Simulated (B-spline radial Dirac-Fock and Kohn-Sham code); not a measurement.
# Core-hole lifetimes of Ni⁸⁺

System: nickel as Ni⁸⁺ in the configuration [Ar] 3d2.

Input of the calculation (task.json; shells as n, l, electrons):

```json
{"items": [{
  "Z": 28,
  "q": 8,
  "cfg": [[1, 0, 2], [2, 0, 2], [2, 1, 6], [3, 0, 2], [3, 1, 6], [3, 2, 2]],
  "A": 58,
  "rrms": 3.7757,
  "do": ["binding", "quiet", "decay"],
  "holes": ["K", "L1", "L2", "L3", "M1", "M2", "M3"]
}]}
```

Launch: `python xray_run.py task.json out`

Method: independent-particle rates on relativistic LDA orbitals of the hole state (multipoles up to L = 3, Coulomb Auger matrix elements, transition energies from Dirac-Fock). Computed with a B-spline atomic structure program.

Partial widths are in eV. Coster-Kronig decay leaves a hole in the same principal shell; its rates are the weakest part of the model, often 1.5 to 2.5 times too large and more for N holes. Holes without an open Auger channel, or with an unreliable SCF state, are not listed.

```tsv
hole	radiative	Auger	Coster-Kronig	total	fluorescence yield	lifetime (fs)
1s	0.585	0.831	0	1.42	0.413	0.465
2s	0.00553	0.313	0	0.318	0.0174	2.07
2p1/2	0.00198	0.408	0	0.410	0.00482	1.61
2p3/2	0.00197	0.414	0	0.416	?	?
```

Q: What are the fluorescence yield and the lifetime of the 2p3/2 hole?

A: The yield is the radiative width over the total, 0.00474, and the lifetime is ħ/Γ = 1.58 fs.
